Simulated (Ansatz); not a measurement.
```yaml
crystal:
  periodic: [false, false, false]
  atoms:
    - {symbol: N, position_ang: [-0.381402, 1.677322, -1.051327]}
    - {symbol: C, position_ang: [-0.330690, 0.498869, -0.798861]}
    - {symbol: Si, position_ang: [0.514919, -0.627032, 0.809599]}
    - {symbol: I, position_ang: [-1.892707, -1.154408, -1.493884]}
    - {symbol: H, position_ang: [-0.112792, 2.189051, -0.591759]}
    - {symbol: H, position_ang: [1.049902, -1.592457, -0.154398]}
    - {symbol: H, position_ang: [-0.549415, -1.247268, 1.583400]}
    - {symbol: H, position_ang: [1.547513, 0.326476, 1.220135]}
basis:
  gaussian: {orbitals: STO-3G}
magnetization: {spin_polarized: true, initial_magnetization: 1}
hamiltonian: {xc: {name: wPBEh}, pseudopotentials: {relativity: none}}
scf: {lower_state_search: full}
output: {forces: true}
```

```sh
$ ansatz run in.yaml --threads 4 --pin off --events-out ev --progress --plain --max-ram 10444MiB
```

Output, abridged:

```
Error: a molecule whose nuclei and cores have a total charge of 84 cannot have a net charge of 0 together with 1 unpaired electrons
```

(1) What is wrong with this run?

## Answers

(1) The number of unpaired electrons doesn't fit the electron count. The input was rejected before any iteration.
